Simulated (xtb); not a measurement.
Method: GFN2-xTB (xtb 6.7.1).

```
xtb start.xyz --ohess tight --gfn 2 --chrg 0 --uhf 0 --iterations 400

# start.xyz
5

O     -0.904996     0.932722    -0.422780
C     -0.550297    -0.121012     0.086653
S      1.143077    -0.540662     0.215613
H     -1.266704    -0.855531     0.487654
H      1.578919     0.584483    -0.367139
```

Output:

```
[...]
          :  GBSA solvation                  false          :
          :  PC potential                    false          :
          :  electronic temp.          300.0000000     K    :
          :  accuracy                    1.0000000          :
          :  -> integral cutoff          0.2500000E+02      :
          :  -> integral neglect         0.1000000E-07      :
          :  -> SCF convergence          0.1000000E-05 Eh   :
          :  -> wf. convergence          0.1000000E-03 e    :
          :  Broyden damping             0.4000000          :
          :  net charge                          0          :
          :  unpaired electrons                  0          :
          ...................................................

 iter      E             dE          RMSdq      gap      omega  full diag
   1    -10.5263031 -0.105263E+02  0.518E-05    3.87       0.0  T
   2    -10.5263031 -0.141043E-11  0.282E-05    3.87    1588.4  T
   3    -10.5263031 -0.268230E-12  0.163E-05    3.87    2746.2  T

   *** convergence criteria satisfied after 3 iterations ***

         #    Occupation            Energy/Eh            Energy/eV
      -------------------------------------------------------------
         1        2.0000           -0.7575236             -20.6133
       ...           ...                  ...                  ...
         3        2.0000           -0.6345202             -17.2662
         4        2.0000           -0.5847604             -15.9121
         5        2.0000           -0.5673767             -15.4391
         6        2.0000           -0.5541671             -15.0797
         7        2.0000           -0.5067037             -13.7881
         8        2.0000           -0.4348393             -11.8326
         9        2.0000           -0.4283888             -11.6571 (HOMO)
        10                         -0.2862079              -7.7881 (LUMO)
        11                         -0.2282833              -6.2119
        12                         -0.1413571              -3.8465
        13                         -0.0439977              -1.1972
        14                         -0.0395709              -1.0768
       ...                                ...                  ...
        19                          0.6328750              17.2214
      -------------------------------------------------------------
                  HL-Gap            0.1421808 Eh            3.8689 eV
             Fermi-level           -0.3572984 Eh           -9.7226 eV


         :::::::::::::::::::::::::::::::::::::::::::::::::::::
         ::                     SUMMARY                     ::
         :::::::::::::::::::::::::::::::::::::::::::::::::::::
         :: total energy             -10.447867225912 Eh    ::
         :: gradient norm              0.000012906340 Eh/a0 ::
         :: HOMO-LUMO gap              3.868937781695 eV    ::
         ::.................................................::
         :: SCC energy               -10.526303029923 Eh    ::
         :: -> isotropic ES            0.023417380622 Eh    ::
         :: -> anisotropic ES          0.001553278929 Eh    ::
         :: -> anisotropic XC          0.002056240653 Eh    ::
         :: -> dispersion             -0.001917680032 Eh    ::
         :: repulsion energy           0.078435804011 Eh    ::
         :: add. restraining           0.000000000000 Eh    ::
         :: total charge               0.000000000000 e     ::
         :::::::::::::::::::::::::::::::::::::::::::::::::::::

           -------------------------------------------------
          |                Numerical Hessian                |
           -------------------------------------------------
step length          :   0.00500
SCC accuracy         :   0.30000
Hessian scale factor :   1.00000
frozen atoms in %    :   0.00000    0
RMS gradient         :   0.00001
estimated CPU  time      0.00 min
estimated wall time      0.00 min

writing file <hessian>.

 projected vibrational frequencies (cm⁻¹)
eigval :       -0.00    -0.00    -0.00    -0.00     0.00     0.00
eigval :      423.06   437.58   705.81   865.99   871.34  1309.01
eigval :     1763.04  2428.64  2865.20
           -------------------------------------------------
          |                Property Printout                |
           -------------------------------------------------

    * Orbital Energies and Occupations

         #    Occupation            Energy/Eh            Energy/eV
      -------------------------------------------------------------
         1        2.0000           -0.7575236             -20.6133
         2        2.0000           -0.7447244             -20.2650
         3        2.0000           -0.6345203             -17.2662
         4        2.0000           -0.5847604             -15.9121
         5        2.0000           -0.5673767             -15.4391
         6        2.0000           -0.5541671             -15.0797
         7        2.0000           -0.5067037             -13.7881
         8        2.0000           -0.4348393             -11.8326
         9        2.0000           -0.4283888             -11.6571 (HOMO)
        10                         -0.2862080              -7.7881 (LUMO)
        11                         -0.2282833              -6.2119
        12                         -0.1413571              -3.8465
        13                         -0.0439978              -1.1972
        14                         -0.0395709              -1.0768
        15                          0.0056020               0.1524
        16                          0.1534668               4.1760
        17                          0.2425563               6.6003
        18                          0.5285009              14.3812
        19                          0.6328749              17.2214
      -------------------------------------------------------------
                  HL-Gap            0.1421808 Eh            3.8689 eV
             Fermi-level           -0.3572984 Eh           -9.7226 eV

     #   Z          covCN         q      C6AA      α(0)
     1   8 O        0.873    -0.314    20.031     6.001
     2   6 C        2.752     0.241    22.963     7.847
     3  16 S        1.914    -0.170   148.244    20.493
     4   1 H        0.924     0.047     2.359     2.402
     5   1 H        0.923     0.196     1.119     1.654

 Mol. C6AA /au·bohr⁶  :        573.228351
 Mol. C8AA /au·bohr⁸  :      19500.645500
 Mol. α(0) /au        :         38.396739

Wiberg/Mayer (AO) data.
largest (>0.10) Wiberg bond orders for each atom

 ---------------------------------------------------------------------------
     #   Z sym  total        # sym  WBO       # sym  WBO       # sym  WBO
 ---------------------------------------------------------------------------
     1   8 O    2.161 --     2 C    1.880     3 S    0.236
     2   6 C    3.938 --     1 O    1.880     3 S    1.123     4 H    0.931
     3  16 S    2.328 --     2 C    1.123     5 H    0.951     1 O    0.236
     4   1 H    0.998 --     2 C    0.931
     5   1 H    0.962 --     3 S    0.951
 ---------------------------------------------------------------------------

Topologies differ in total number of bonds
Writing topology from bond orders to xtbtopo.mol

molecular dipole:
                 x           y           z       tot (Debye)
 q only:        0.436      -0.288       0.123
   full:        0.283      -0.263       0.118       1.027
molecular quadrupole (traceless):
                xx          xy          yy          xz          yz          zz
 q only:        1.020       3.316      -1.045      -1.697       0.448       0.025
  q+dip:        0.323       5.458      -0.965      -2.702       0.637       0.642
   full:        0.463       5.402      -1.247      -2.667       0.924       0.784

           -------------------------------------------------
          |                Geometry Summary                 |
           -------------------------------------------------

      molecular mass/u    :       62.0908097
   center of mass at/Å    :        0.2291086      -0.0602770       0.0192520
  moments of inertia/u·Å² :        0.8197430E+01   0.8028721E+02   0.8848464E+02
rotational constants/cm⁻¹ :        0.2056453E+01   0.2099666E+00   0.1905148E+00

 * 3 selected distances

     #   Z          #   Z                                           value/Å
     1   8 O        2   6 C                                       1.1915603
     2   6 C        4   1 H                                       1.0967639 (min)
     3  16 S        5   1 H                                       1.3333904 (max)

 * 3 distinct bonds (by element types)

   Z      Z             #   av. dist./Å        max./Å        min./Å
   1 H    6 C           1     1.0967639     1.0967639     1.0967639
   6 C    8 O           1     1.1915603     1.1915603     1.1915603
   1 H   16 S           1     1.3333904     1.3333904     1.3333904

           -------------------------------------------------
          |               Frequency Printout                |
           -------------------------------------------------
 projected vibrational frequencies (cm⁻¹)
eigval :       -0.00    -0.00    -0.00    -0.00     0.00     0.00
eigval :      423.06   437.58   705.81   865.99   871.34  1309.01
eigval :     1763.04  2428.64  2865.20
 reduced masses (amu)
   1: 20.11   2: 11.77   3: 28.44   4: 18.23   5: 18.97   6: 21.88   7: 15.63   8:  4.75
   9: 16.19  10:  4.96  11:  5.79  12:  2.33  13: 13.53  14:  1.94  15:  1.78
 IR intensities (km·mol⁻¹)
   1:  0.07   2:  0.08   3:  0.27   4:  0.19   5:  0.00   6:  0.72   7: 23.26   8: 61.58
   9: 87.42  10:  0.28  11: 40.15  12: 43.29  13:480.90  14: 76.02  15: 46.81
 Raman intensities (Ä⁴*amu⁻¹)
   1:  0.00   2:  0.00   3:  0.00   4:  0.00   5:  0.00   6:  0.00   7:  0.00   8:  0.00
   9:  0.00  10:  0.00  11:  0.00  12:  0.00  13:  0.00  14:  0.00  15:  0.00
 output can be read by thermo (or use thermo option).
 writing <g98.out> molden fake output.
 recommended (thermochemical) frequency scaling factor: 1.0
           -------------------------------------------------
Molecule has the following symmetry elements: (sigma)
It seems to be the Cs point group
          |             Thermodynamic Functions             |
           -------------------------------------------------

cs  symmetry found (for desy threshold:  0.10E+00) used in thermo

          ...................................................
          :                      SETUP                      :
          :.................................................:
          :  # frequencies                           9      :
          :  # imaginary freq.                       0      :
          :  linear?                             false      :
          :  only rotor calc.                    false      :
          :  symmetry                               cs      :
          :  rotational number                       1      :
          :  scaling factor                  1.0000000      :
          :  rotor cutoff                   50.0000000 cm⁻¹ :
          :  imag. cutoff                  -20.0000000 cm⁻¹ :
          :.................................................:

    mode    ω/cm⁻¹     T·S(HO)/kcal·mol⁻¹    T·S(FR)/kcal·mol⁻¹   T·S(vib)
   ------------------------------------------------------------------------
   ------------------------------------------------------------------------

   temp. (K)  partition function   enthalpy   heat capacity  entropy
                                   cal/mol     cal/K/mol   cal/K/mol   J/K/mol
 298.15  VIB   1.40                  506.108      4.890      2.362
         ROT  0.184E+05              888.752      2.981     22.500
         INT  0.258E+05             1394.860      7.871     24.862
         TR   0.473E+27             1481.254      4.968     38.280
         TOT                        2876.1144    12.8393    63.1419   264.1856

       T/K    H(0)-H(T)+PV         H(T)/Eh          T*S/Eh         G(T)/Eh
   ------------------------------------------------------------------------
    298.15    0.458338E-02    0.311689E-01    0.300007E-01    0.116811E-02
   ------------------------------------------------------------------------

         :::::::::::::::::::::::::::::::::::::::::::::::::::::
         ::                  THERMODYNAMIC                  ::
         :::::::::::::::::::::::::::::::::::::::::::::::::::::
         :: total free energy         -10.446699111734 Eh   ::
         ::.................................................::
         :: total energy              -10.447867225912 Eh   ::
         :: zero point energy           0.026585475635 Eh   ::
         :: G(RRHO) w/o ZPVE           -0.025417361457 Eh   ::
         :: G(RRHO) contrib.            0.001168114178 Eh   ::
         :::::::::::::::::::::::::::::::::::::::::::::::::::::

optimized geometry written to: xtbopt.xyz

           -------------------------------------------------
          | TOTAL ENERGY              -10.447867225912 Eh   |
          | TOTAL ENTHALPY            -10.416698370284 Eh   |
          | TOTAL FREE ENERGY         -10.446699111734 Eh   |
          | GRADIENT NORM               0.000012910926 Eh/α |
          | HOMO-LUMO GAP               3.868936244440 eV   |
           -------------------------------------------------

------------------------------------------------------------------------
```

Cost: roughly 0.09 core-seconds.
